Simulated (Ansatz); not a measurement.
Gas-phase electronic energies from Ansatz, PBE0-D4/def2-TZVP geometries. CBS: MP2 limit from def2 TZ/QZ plus the TZ coupled-cluster correction, frozen cores. This one scheme is used for every species. For Ge outer-core shells are correlated without core-valence functions, which leaves a few kJ/mol of doubt a bond. Scalar relativity is left out up to krypton. One conformer a species, not always the lowest.

Consider the substitution at a C–Si bond: `C[SiH](C)[SiH2]Cl` + `C[O][GeH]([NH2])[Cl]` → `C[NH][GeH]([Cl])[O]C` + `C[SiH2][SiH2]Cl`.

`C[SiH](C)[SiH2]Cl`:

Cartesian coordinates in Å:
```
C -0.747 -1.589 -0.617
Si 0.517 -0.365 0.030
C 0.244 0.011 1.845
Si 0.343 1.624 -1.194
Cl -1.580 2.355 -0.909
H -0.716 -2.516 -0.039
H -0.561 -1.835 -1.664
H -1.755 -1.173 -0.540
H 1.895 -0.903 -0.176
H -0.734 0.475 1.997
H 1.006 0.694 2.227
H 0.282 -0.906 2.438
H 1.280 2.686 -0.740
H 0.524 1.441 -2.658
```

`C[O][GeH]([NH2])[Cl]`:

Z-matrix (Å, degrees):
```
C
O 1 1.413
H 1 1.096 2 112.1
H 1 1.092 2 107.5 3 -119.3
H 1 1.097 2 111.9 3 122.1
Ge 2 1.762 1 118.3 3 -56.6
Cl 6 2.149 2 102.5 1 -178.0
N 6 1.815 2 107.9 1 61.2
H 6 1.533 2 113.4 1 -60.5
H 8 1.011 6 114.8 2 62.9
H 8 1.010 6 115.1 2 -168.9
```

`C[NH][GeH]([Cl])[O]C`:

```xyz
14

C    -2.256    0.161    0.498
N    -0.817    0.248    0.658
Ge    0.315   -1.068    0.129
Cl   -0.313   -1.585   -1.867
O     1.940   -0.395    0.119
C     2.228    0.741   -0.672
H    -2.754   -0.469    1.246
H    -2.698    1.160    0.548
H    -2.487   -0.244   -0.489
H    -0.540    0.679    1.528
H     0.419   -2.364    0.939
H     2.250    0.487   -1.737
H     3.215    1.105   -0.380
H     1.497    1.543   -0.521
```

`C[SiH2][SiH2]Cl`:

```xyz
11

C    -0.972    0.549   -1.308
Si   -0.800   -0.233    0.385
Si    1.459   -0.485    0.939
Cl    2.376    1.361    0.732
H    -0.533   -0.089   -2.078
H    -0.461    1.514   -1.334
H    -2.024    0.709   -1.555
H    -1.445   -1.577    0.425
H    -1.437    0.615    1.430
H     1.672   -0.936    2.338
H     2.164   -1.426    0.028
```

| level | ΔE (kcal/mol) |
| --- | --- |
| HF/CBS(def2) | 17.5 |
| MP2/CBS(def2) | 20.3 |

**Question.** What does CCSD(T)/CBS give? (An estimate is asked.)

**Answer.** Ansatz gave: +19.3 kcal/mol. The listed levels differ from it by -1.8, 1.0 kcal/mol.

Largest T1 diagnostic among the species: 0.011.

In def2-TZVPP, CCSD(T) changes the Hartree–Fock value by +1.3 kcal/mol (the triples alone add +0.1 kcal/mol) and MP2 by +2.3 kcal/mol.
